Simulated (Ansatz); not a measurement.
Stepwise reaction of `C[CH](C)[GeH2][CH](C)C` with hydrogen, as a gas-phase model of exchange steps in deposition or etching. ΔE in kJ/mol.

Program: Ansatz. Geometries: PBE0-D4/def2-TZVP. ΔE: electronic, gas phase. CCSD(T)/CBS is the MP2 limit (def2-TZVPP, def2-QZVPP) plus CCSD(T) − MP2 in def2-TZVPP, frozen cores. This one scheme is used for every species. DFT in def2-TZVPP. B3LYP here is the variant with VWN-RPA as its local correlation; programs differ in this. For Ge outer-core shells are correlated without core-valence functions, which leaves a few kJ/mol of doubt a bond. Scalar relativity is left out up to krypton. One conformer a species, not always the lowest.

```tsv
step	reaction	PBE-D4	B3LYP-D4	ωB97M-V	CCSD(T)/CBS
1	`C[CH](C)[GeH2][CH](C)C` + H₂ → `C[CH](C)[GeH3]` + `CCC`	-41.5	-45.9	-44.3	-37.8
2	`C[CH](C)[GeH3]` + H₂ → GeH₄ + `CCC`	-41.1	-46.2	-44.6	-37.0
```

(1) By hand: ΔE of the 2 steps together at CCSD(T)/CBS.

Answers

(1) (-37.8) + (-37.0) = -74.8 kJ/mol, or -37.4 kJ/mol a step.

In ΔE the steps differ by no more than 0.8 kJ/mol. All are downhill at CCSD(T)/CBS. PBE-D4 differs from CCSD(T)/CBS by -4.1 to -3.7 kJ/mol a step. Only this route is followed, and other bonds may react first. Isolated molecules leave out the surface, adducts and barriers. Largest T1 diagnostic: 0.012.
